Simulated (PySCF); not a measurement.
**Electron correlation in Fe (iron, neutral)**

[Ar] 3d6 4s1 4p1, one real determinant (an excited configuration). All numbers are calculated (PySCF 2.14, the spin-free X2C one-electron Hamiltonian (Gaussian nucleus), in aug-cc-pVTZ-DK (8s7p5d3f2g, 93 functions)). Frozen: [Ar]; 8 electrons correlated.

```csv
level,correlation energy (mhartree)
CCSD,-160.70
(T),-4.83
CCSD(T),-165.53
```

Diagnostics: T1 = 0.015, D1 = 0.0378, largest double amplitude 0.038.

The real determinant used has ⟨L²⟩ near 8 against 12 for a pure F term, so it mixes terms.

Cost of the coupled-cluster step: of the order of 40 core-seconds, for 8 correlated electrons.

Iterations:

```
CC2 = 0
CCSD nocc = (np.int64(7), np.int64(1)), nmo = (84, 84)
frozen orbitals [[0, 1, 2, 3, 4, 5, 6, 7, 8], [0, 1, 2, 3, 4, 5, 6, 7, 8]]
max_cycle = 100
direct = 0
conv_tol = 1e-08
conv_tol_normt = 1e-06
diis_space = 8
diis_start_cycle = 0
Init t2, MP2 energy = -0.155325482823791
Init E_corr(UCCSD) = -0.155325482824138
cycle = 1  E_corr(UCCSD) = -0.156686799690417  dE = -0.00136131687  norm(t1,t2) = 0.0456496
cycle = 2  E_corr(UCCSD) = -0.159139518820371  dE = -0.00245271913  norm(t1,t2) = 0.0180644
cycle = 3  E_corr(UCCSD) = -0.159867348893456  dE = -0.000727830073  norm(t1,t2) = 0.0105422
cycle = 4  E_corr(UCCSD) = -0.160372114617782  dE = -0.000504765724  norm(t1,t2) = 0.00572206
cycle = 5  E_corr(UCCSD) = -0.16048609182989  dE = -0.000113977212  norm(t1,t2) = 0.00431484
cycle = 6  E_corr(UCCSD) = -0.160577195903826  dE = -9.11040739e-05  norm(t1,t2) = 0.00284844
cycle = 7  E_corr(UCCSD) = -0.160694616579762  dE = -0.000117420676  norm(t1,t2) = 0.00188309
cycle = 8  E_corr(UCCSD) = -0.160700299328215  dE = -5.68274845e-06  norm(t1,t2) = 0.000897519
cycle = 9  E_corr(UCCSD) = -0.160693617388145  dE = 6.68194007e-06  norm(t1,t2) = 0.000383142
cycle = 10  E_corr(UCCSD) = -0.160695052089061  dE = -1.43470092e-06  norm(t1,t2) = 0.000186534
cycle = 11  E_corr(UCCSD) = -0.160697067931361  dE = -2.0158423e-06  norm(t1,t2) = 0.0001021
cycle = 12  E_corr(UCCSD) = -0.160697144852451  dE = -7.69210905e-08  norm(t1,t2) = 5.30358e-05
cycle = 13  E_corr(UCCSD) = -0.160697127819288  dE = 1.70331637e-08  norm(t1,t2) = 3.20637e-05
cycle = 14  E_corr(UCCSD) = -0.160697147011083  dE = -1.91917959e-08  norm(t1,t2) = 1.45473e-05
cycle = 15  E_corr(UCCSD) = -0.160697130405542  dE = 1.6605541e-08  norm(t1,t2) = 6.90103e-06
cycle = 16  E_corr(UCCSD) = -0.160697229100786  dE = -9.86952433e-08  norm(t1,t2) = 4.26093e-06
cycle = 17  E_corr(UCCSD) = -0.160697321047673  dE = -9.19468872e-08  norm(t1,t2) = 2.97584e-06
cycle = 18  E_corr(UCCSD) = -0.160697383740882  dE = -6.26932089e-08  norm(t1,t2) = 2.27731e-06
cycle = 19  E_corr(UCCSD) = -0.160697426002504  dE = -4.22616221e-08  norm(t1,t2) = 1.69586e-06
cycle = 20  E_corr(UCCSD) = -0.160697458557075  dE = -3.25545705e-08  norm(t1,t2) = 1.12469e-06
cycle = 21  E_corr(UCCSD) = -0.160697485378683  dE = -2.68216085e-08  norm(t1,t2) = 6.86204e-07
cycle = 22  E_corr(UCCSD) = -0.160697498188202  dE = -1.28095193e-08  norm(t1,t2) = 3.66382e-07
cycle = 23  E_corr(UCCSD) = -0.160697498997015  dE = -8.08813072e-10  norm(t1,t2) = 1.985e-07
UCCSD converged
E(UCCSD) = -1271.460127800039  E_corr = -0.1606974989970155
UCCSD(T) correction = -0.00482665251793697
```

The reference is one real determinant that mixes LS terms of this configuration.
